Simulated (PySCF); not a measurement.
## Frontier orbitals and the lowest excitations

Species: C5H3F3.
Geometry (GFN2-xTB, Å), atoms numbered from 1 in this order:
```xyz
11
C5H3F3 angstrom
C      3.0705    0.1372    0.2575
C      1.8905    0.0961    0.4753
C      0.5166    0.0528    0.8027
F      0.2506    0.1218    2.1207
C     -0.4713   -0.0480   -0.0857
C     -1.9155   -0.0910    0.2957
F     -2.4970   -1.2286   -0.1669
F     -2.5931    0.9309   -0.2900
H      4.0954    0.1704    0.0329
H     -0.2498   -0.1023   -1.1389
H     -2.0916   -0.0365    1.3802
```

Theory: TDDFT PBE0/def2-SVPD, vertical, gas phase, core orbitals frozen in the response in PySCF 2.14.0, density-fitted response routines.

Frontier orbitals with the atoms that hold most of them (Löwdin shares over 4%, at most four atoms; ? is withheld):

```json
{"orbital": "HOMO-3", "ε (eV)": "-10.20", "atoms": "F8 24%, F7 24%, C6 19%, H11 13%"}
{"orbital": "HOMO-2", "ε (eV)": "-10.15", "atoms": "C2 31%, C1 22%, C3 18%, F4 16%"}
{"orbital": "HOMO-1", "ε (eV)": "-9.19", "atoms": "?"}
{"orbital": "HOMO", "ε (eV)": "?", "atoms": "C5 28%, C1 22%, C3 18%, C2 16%"}
{"orbital": "LUMO", "ε (eV)": "-1.81", "atoms": "?"}
{"orbital": "LUMO+1", "ε (eV)": "-0.32", "atoms": "C1 32%, C2 28%, C3 12%, F4 10%"}
{"orbital": "LUMO+2", "ε (eV)": "0.72", "atoms": "C1 34%, C2 20%, C3 11%, C5 11%"}
```

Question: Give the leading atoms of the HOMO-1.

Answer: C2 (bonded to 2 C) 42%; C1 (bonded to C and H) 42%.

Question: Give the leading atoms of the LUMO.

Answer: C5 (bonded to 2 C and H) 24%; C3 (bonded to 2 C and F) 22%; C1 (bonded to C and H) 18%; C2 (bonded to 2 C) 14%.

Question: What is the HOMO energy, and the HOMO–LUMO gap?

Answer: ε(HOMO) = -7.97 eV; the gap is 6.16 eV (0.2263 hartree).

Question: How does S1 compare with the orbital gap of 6.16 eV?

Answer: S1 is at 5.57 eV (f = 0.0001), 0.59 eV below the gap, made of HOMO-1→LUMO (93%). Its leading pair isn't HOMO and LUMO; the energies of that pair differ by 7.37 eV. Without the coupling terms of the response equations the lowest excitation would equal the gap.

Question: One configuration dominates each of S1, S2, S3 and S7. Which, and how do the shares of the two leading atoms of either orbital change from the occupied to the empty one?

Answer: 
- S1 (5.57 eV, f 0.0001), HOMO-1→LUMO (93%): C2 42% → 14%, C1 42% → 18%, C5 at most 4% → 24%, C3 at most 4% → 22%
- S2 (5.65 eV, f 0.343), HOMO→LUMO (84%): C5 28% → 24%, C1 22% → 18%, C3 18% → 22%
- S3 (5.89 eV, f 0.0002), HOMO→LUMO+1 (91%): C5 28% → at most 10%, C1 22% → 32%, C2 16% → 28%
- S7 (7.91 eV, f 0.0070), HOMO-2→LUMO+1 (72%): C2 31% → 28%, C1 22% → 32%

Löwdin shares depend on the basis, the more so with diffuse functions.

One conformer stands for the species.
